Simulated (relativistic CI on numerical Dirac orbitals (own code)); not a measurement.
Level scheme of I²³⁺

Computed by Dirac-Coulomb-Breit CI, KLI orbitals optimised for each configuration, QED by a radiative potential, unscaled Slater integrals (own radial code, finite nucleus).

Configurations in the expansion (outside the closed core [Ar] 3d10): 4s², 4s4p, 4p², 4s4d, 4d², 4s4f, 4p4d, 4f², 4p4f, 4d4f, 4s5s, 4s5p, 4s5d, 4s5f, 4s5g, 4s6s. Levels of other configurations are missing.

```
No.  Configuration  Term  J  E (cm⁻¹)    %  Next component (%)  Landé g  Lifetime (s)
  1            4s²    ¹S  0         0   99            1 4p² ¹S                       
  2           4s4p   ³P°  0    353832  100                                           
  3           4s4p   ³P°  1    376919   90              10 ¹P°    1.449      4.02e-10
  4           4s4p   ³P°  2    482818  100                        1.499      6.85e-05
  5           4s4p   ¹P°  1    580519   89              10 ³P°    1.048      1.08e-11
  6            4p²    ³P  0    825021   80               20 ¹S               2.01e-11
  7            4p²    ³P  1    928086  100                        1.499      1.30e-11
  8            4p²    ¹D  2    932401   61               34 ³P    1.168      2.55e-11
  9            4p²    ³P  2   1053711   65               28 ¹D    1.327      1.30e-11
 10            4p²    ¹S  0   1123523   78               20 ³P               1.01e-11
 11           4s4d    ³D  1   1185956  100                        0.497      5.46e-12
 12           4s4d    ³D  2   1194450   98                1 ¹D    1.163      5.80e-12
 13           4s4d    ³D  3   1210705  100                        1.332      7.46e-12
 14           4s4d    ¹D  2   1286334   86           10 4p² ¹D    1.004      4.52e-12
 15           4p4d   ³F°  2   1559714   80              17 ¹D°    0.735      3.84e-11
 16           4p4d   ³F°  3   1613652   81              11 ³D°    1.102      2.21e-11
 17           4p4d   ³P°  2   1629319   42              29 ¹D°    1.229      7.54e-12
 18           4p4d   ³D°  1   1640061   61              23 ³P°    0.805      3.89e-12
 19           4p4d   ³F°  4   1707810   98          2 4s4f ³F°    1.249      4.00e-11
 20           4p4d   ¹D°  2   1718986   46              34 ³D°    1.045      5.30e-12
 21           4p4d   ³P°  0   1741546  100                                   4.81e-12
 22           4p4d   ³D°  3   1741808   57              21 ¹F°    1.205      4.11e-12
 23           4p4d   ³P°  1   1745919   70              29 ³D°    1.207      4.38e-12
 24           4p4d   ³P°  2   1758339   50              41 ³D°    1.317      4.90e-12
 25           4p4d   ¹F°  3   1793327   54              32 ³D°    1.105      4.49e-12
 26           4p4d   ¹P°  1   1834125   82              10 ³D°    0.983      4.87e-12
 27           4s4f   ³F°  2   1943561   99          1 4p4d ³F°    0.665      5.95e-12
 28           4s4f   ³F°  3   1945463   98          1 4p4d ³F°    1.082      5.97e-12
 29           4s4f   ³F°  4   1948137   98          2 4p4d ³F°    1.249      6.01e-12
 30           4s4f   ¹F°  3   2013703   82         18 4p4d ¹F°    1.000      3.91e-12
 31           4p4f    ¹G  4   2333581   28               28 ³G    1.080      1.68e-11
 32           4p4f    ³G  3   2335960   67               16 ³F    0.846      6.72e-12
 33           4p4f    ³F  2   2339723   47           24 4d² ³F    0.779      7.73e-12
 34           4p4f    ³D  3   2348359   33               29 ³F    1.137      7.40e-12
 35            4d²    ¹G  4   2410127   39          22 4p4f ³F    1.101      9.91e-12
 36            4d²    ³F  3   2415616   68          13 4p4f ³D    1.072      4.00e-12
 37            4d²    ³F  2   2416566   63          15 4p4f ¹D    0.808      3.46e-12
 38            4d²    ³F  4   2427940   48          43 4p4f ³G    1.146      4.75e-12
 39            4d²    ¹D  2   2429455   52          19 4p4f ³F    0.989      3.22e-12
 40            4d²    ³P  0   2437130   93                7 ¹S               3.00e-12
 41            4d²    ³P  1   2448878  100                        1.500      3.29e-12
 42            4d²    ³P  2   2463422   85                9 ¹D    1.416      3.80e-12
 43           4p4f    ¹F  3   2469977   50               18 ³G    1.021      4.67e-12
 44           4p4f    ³G  5   2472395  100                        1.199      6.00e-12
 45           4p4f    ³F  4   2492067   51           29 4d² ³F    1.209      3.35e-12
```

Energies count from the lowest computed level; ° marks odd parity; lifetimes are radiative, by E1, M1, E2, M2 decay to levels of this space only; some are left blank where a channel outside the calculation adds to the decay or the decay crosses a small, uncertain gap.

The mean weight of the leading LS term, summed over parents, in these 45 levels is 75 %, and that of the leading jj configuration (from the same eigenvectors) 80 %.

At this charge energies of transitions that change n are usually good to better than 1 %, and those within a shell (Δn = 0) to a few per cent.

LS names give the leading component of a level, which can be under half, so a name can repeat, a term be missing and a line seem to break the LS rules.
